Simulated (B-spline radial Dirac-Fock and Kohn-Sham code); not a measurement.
How the settings move the core levels of Dy

ΔSCF core binding energies without Breit or QED terms, calculated with a radial finite-basis atomic code. Keys: rel is the Hamiltonian (dirac, or spin-free x2c and nr, where L3 and M5 stand for the whole 2p and 3d shells), method is hf or an exchange,correlation pair (spin-unpolarised, also for the hole states), nuc the nuclear model, radius_factor scales its radius, rmax is the box in bohr, h the logarithmic mesh step, order the B-spline order, points the quadrature points per cell, c_factor scales the speed of light, and damp, ndamp, maxit and tol steer the iteration. The run stops when the commutator error falls below 10·tol·max(1, Z/10), or the numerical noise floor, and the energy has settled to about 1e-8 Ha; the virial ratio is −V/T.

Base input:

```json
{"items": [{"Z": 66, "q": 0, "cfg": [[1, 0, 2], [2, 0, 2], [2, 1, 6], [3, 0, 2], [3, 1, 6], [3, 2, 10], [4, 0, 2], [4, 1, 6], [4, 2, 10], [4, 3, 10], [5, 0, 2], [5, 1, 6], [6, 0, 2]], "A": 164, "rrms": 5.2218, "do": "settings", "holes": ["K", "L3", "M5"],
  "settings": [{"rel": "dirac", "method": "hf", "nuc": "fermi", "radius_factor": 1.0, "rmax": 45.0, "h": 0.3, "order": 8, "points": 10, "c_factor": 1.0, "maxit": 60, "damp": 0.5, "ndamp": 3, "tol": 1e-08}]}]}
```

The ground state converged in 13 iterations, with total energy -12161.50569 Ha, virial ratio 1.91191 and highest orbital energy -5.11 eV. ΔSCF binding energies: K (1s) 54026.5 eV, L3 (2p3/2) 7810.4 eV, M5 (3d5/2) 1299.1 eV.

Changes from the base run:

```
                               changed setting  Δ total energy (Ha)  Δ K (eV)  Δ L3 (eV)  Δ M5 (eV)  iterations
         rel = "nr"; order = 9; c_factor = 0.8           +520.27624  -3418.84     -18.87     +28.30          13
                             method = "wc,pbe"             -4.64430    +33.12     -31.58      -7.74          17
rel = "x2c"; method = "wc,pbe"; nuc = "sphere"             +6.00222    -25.50    +211.85      +6.66          17
                                   rmax = 25.0              0.00000      0.00       0.00       0.00          13
                                c_factor = 0.8           -358.90168  +2383.99      +2.96     -17.75          12
                                nuc = "sphere"             +0.00166     -0.02       0.00       0.00          13
                                    damp = 0.0              0.00000      0.00       0.00       0.00          17
                                     order = 7             +0.00008      0.00       0.00       0.00          13
              rel = "x2c"; h = 0.5; damp = 0.0             +9.68172    -53.78    +245.38     +15.50          17
                                       h = 0.5             +0.36352     +1.21      +1.18      +1.08          13
             rel = "nr"; order = 9; damp = 0.0                    ?         ?          ?          ?           ?
                                nuc = "sphere"             +0.00166     -0.02       0.00       0.00          13
                                  tol = 0.0001              0.00000      0.00       0.00       0.00          11
                                    rel = "nr"           +520.27624  -3418.84     -18.87     +28.30          13
```

Q: What does the change rel = "nr"; order = 9; damp = 0.0 do?

A: The total energy moves by +520.27624 Ha and the binding energies by K -3418.84 eV, L3 -18.87 eV, M5 +28.30 eV; the run takes 17 iterations.
